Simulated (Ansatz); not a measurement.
Computed with Ansatz on PBE0-D4/def2-TZVP structures; ΔE is electronic, products minus reactants. CCSD(T)/CBS is the MP2 limit (def2-TZVPP, def2-QZVPP) plus CCSD(T) − MP2 in def2-TZVPP, frozen cores. Functionals use def2-TZVPP. B3LYP here is the variant with VWN-RPA as its local correlation; programs differ in this. def2 core potentials past Kr. For Sb outer-core shells are correlated without core-valence functions, which leaves a few kJ/mol of doubt a bond. One conformer a species, not always the lowest.

Consider the redistribution: `CS[SiH](F)[SiH3]` + `[CH3][Sb]([NH2])[SH]` → `CS[SiH](F)S` + `[CH3][Sb]([NH2])[SiH3]`.

```json
{"level": "PBE-D4", "ΔE (kJ/mol)": "-28.1", "difference from CCSD(T)/CBS": "3.4"}
{"level": "r2SCAN-D4", "ΔE (kJ/mol)": "-31.7", "difference from CCSD(T)/CBS": "-0.2"}
{"level": "PBE0-D4", "ΔE (kJ/mol)": "-31.5", "difference from CCSD(T)/CBS": "0.0"}
{"level": "B3LYP-D4", "ΔE (kJ/mol)": "-28.4", "difference from CCSD(T)/CBS": "3.1"}
{"level": "ωB97X-V", "ΔE (kJ/mol)": "-30.6", "difference from CCSD(T)/CBS": "0.9"}
{"level": "ωB97M-V", "ΔE (kJ/mol)": "-35.6", "difference from CCSD(T)/CBS": "-4.1"}
{"level": "B2PLYP", "ΔE (kJ/mol)": "-30.2", "difference from CCSD(T)/CBS": "1.3"}
{"level": "PBE", "ΔE (kJ/mol)": "-26.0", "difference from CCSD(T)/CBS": "5.5"}
{"level": "r2SCAN", "ΔE (kJ/mol)": "-31.1", "difference from CCSD(T)/CBS": "0.4"}
{"level": "PBE0", "ΔE (kJ/mol)": "-29.6", "difference from CCSD(T)/CBS": "1.9"}
{"level": "B3LYP", "ΔE (kJ/mol)": "-25.0", "difference from CCSD(T)/CBS": "6.5"}
{"level": "HF/def2-TZVPP", "ΔE (kJ/mol)": "-28.7", "difference from CCSD(T)/CBS": "2.8"}
{"level": "MP2/def2-TZVPP", "ΔE (kJ/mol)": "-39.3", "difference from CCSD(T)/CBS": "-7.8"}
{"level": "SCS-MP2/def2-TZVPP", "ΔE (kJ/mol)": "-35.4", "difference from CCSD(T)/CBS": "-3.9"}
{"level": "CCSD/def2-TZVPP", "ΔE (kJ/mol)": "-34.2", "difference from CCSD(T)/CBS": "-2.7"}
{"level": "CCSD(T)/def2-TZVPP", "ΔE (kJ/mol)": "-34.8", "difference from CCSD(T)/CBS": "-3.3"}
{"level": "HF/def2-QZVPP", "ΔE (kJ/mol)": "-26.8", "difference from CCSD(T)/CBS": "4.7"}
{"level": "MP2/def2-QZVPP", "ΔE (kJ/mol)": "-36.7", "difference from CCSD(T)/CBS": "-5.2"}
{"level": "SCS-MP2/def2-QZVPP", "ΔE (kJ/mol)": "-33.1", "difference from CCSD(T)/CBS": "-1.6"}
{"level": "HF/CBS(def2)", "ΔE (kJ/mol)": "-26.5", "difference from CCSD(T)/CBS": "5.0"}
{"level": "MP2/CBS(def2)", "ΔE (kJ/mol)": "-36.0", "difference from CCSD(T)/CBS": "-4.5"}
{"level": "CCSD/CBS(def2)", "ΔE (kJ/mol)": "-30.9", "difference from CCSD(T)/CBS": "0.6"}
{"level": "CCSD(T)/CBS", "ΔE (kJ/mol)": "-31.5", "difference from CCSD(T)/CBS": "0"}
```

Largest T1 diagnostic among the species: 0.013.

In def2-TZVPP, CCSD(T) changes the Hartree–Fock value by −6.1 kJ/mol (the triples alone add −0.6 kJ/mol) and MP2 by −10.6 kJ/mol. From PBE to PBE0 (25 % exact exchange), in def2-TZVPP and without D4, ΔE moves by −3.7 kJ/mol.
